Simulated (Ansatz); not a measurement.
Relaxation of ClGaH₄O (7 atoms, charge 0, multiplicity 1), to a largest force component of 0.03 eV/Å in at most 50 steps.

All numbers below come from RKS B3LYP-D4/def2-SVPD (Ansatz 0.2.0).

```xyz
7
Properties=species:S:1:pos:R:3
Ga 0.009 -0.387 -0.498
Cl 0.008 -0.093 2.927
H 1.404 0.295 -0.587
H -1.399 0.065 -0.994
O 0.115 -2.038 0.224
H -0.694 -2.566 0.211
H 0.248 -1.238 2.273
```

Q: Where does it end, and by what steps?

A: The run converged. The force dipped under the threshold on the way, but the program's further checks kept it going. After 19 steps the energy has fallen by 1.134 eV; H7 moved furthest, 1.08 Å. Parted: Cl2–H7 (1.34 → 2.60 Å). Joined: Ga1–Cl2 (3.44 → 2.25 Å), O5–H7 (2.20 → 0.97 Å).

```tsv
step	energy less start (eV)	largest force component (eV/Å)	accepted
0	0.0000	0.811	yes
1	-0.0630	0.447	yes
2	-0.0784	0.224	yes
3	-0.0900	0.125	yes
4	-0.0910	0.118	yes
5	-0.0918	0.025	yes
6	-0.0927	0.052	yes
7	-0.1000	0.259	yes
8	-0.1153	0.179	yes
9	-0.2227	0.978	yes
10	-0.4719	1.274	yes
11	-0.8283	0.980	yes
12	-0.9340	3.436	yes
13	-1.0748	0.710	yes
14	-1.0048	1.263	no
15	-1.1164	0.415	yes
16	-1.1229	0.173	yes
17	-1.1335	0.201	yes
18	-1.1340	0.040	yes
19	-1.1342	0.027	yes
```

```xyz
7
Properties=species:S:1:pos:R:3
Ga 0.037 0.022 0.042
Cl -0.107 0.466 2.243
H 1.460 0.268 -0.534
H -1.351 0.029 -0.675
O 0.137 -2.095 0.581
H -0.640 -2.622 0.349
H 0.155 -2.032 1.552
```

Whether the end is a true minimum wasn't checked by a vibrational analysis.

Time of the run: 23 s on 4 threads of AMD EPYC 9R45 96-Core Processor (Zen 5), on a shared host, peak memory 0.3 GiB.
